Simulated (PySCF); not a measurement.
H3Si, SMILES [SiH3-], charge -1. Atoms are numbered in the order given.

```xyz
4

Si     0.0000     0.0000    -0.1460
H      1.1303    -0.6526     0.6812
H      0.0000     1.3052     0.6812
H     -1.1303    -0.6526     0.6812
```
Charge -1, spin multiplicity 1.

Geometry: PBE0-D3(BJ)/def2-TZVPD.

Two levels are set side by side: PBE/pcJ-2 (PySCF) and PBE0/pcJ-2 (PySCF). One-bond couplings, all four terms, same geometry. Isotopes: 1H, 29Si. Differences are taken from unrounded values.

```tsv
quantity	PBE0
¹J(Si1,H2) (Hz)	-64.1
¹J(Si1,H3) (Hz)	-64.1
¹J(Si1,H4) (Hz)	-64.1
```

Q: What does PBE give, and how far is it from PBE0? (Estimate from the structure and the level; the computed values follow.)

A: 
| quantity | PBE | PBE minus PBE0 |
|---|---|---|
| ¹J(Si1,H2) (Hz) | -60.3 | 3.7 |
| ¹J(Si1,H3) (Hz) | -60.3 | 3.7 |
| ¹J(Si1,H4) (Hz) | -60.3 | 3.7 |

Rough cost on one machine, each run with all the roots and properties that it gave: PBE0 against PBE about 2 times.
